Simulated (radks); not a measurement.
Results of a calculation; reference values are marked as such.
Task: These are the eigenvalues of the occupied orbitals of an atom or ion with whole-number occupations (hartree). Code: a radial shooting solver on a logarithmic mesh with Libxc functionals. Model: scalar-relativistic Kohn-Sham, XLYP, spin-polarised, spherical densities, finite nucleus; Fermi nuclear charge, rms radius of each element as measured or else 0.836 A^(1/3) + 0.57 fm.

orbital  eigenvalue
1s up     -46.68932
1s down   -46.68605
2s up      -3.26164
2s down    -3.25662
2p up      -2.04591
2p down    -2.04082
3s up      -0.43594

Which element is it, and in what charge state? The configuration may be excited. Open shells, if any, are filled with parallel spins first.

Result: Z = 12, magnesium, charge +1: Mg+ in [Ne] 3s1. The list shows which subshells hold electrons but not how many an open one holds; the 1s level, -46.689 hartree, gives Z - s = 9.7 by -(Z - s)^2/2, which with screening and relativity narrows Z to a few neighbours, and the depths of the outer levels then fix element, charge and occupations together.
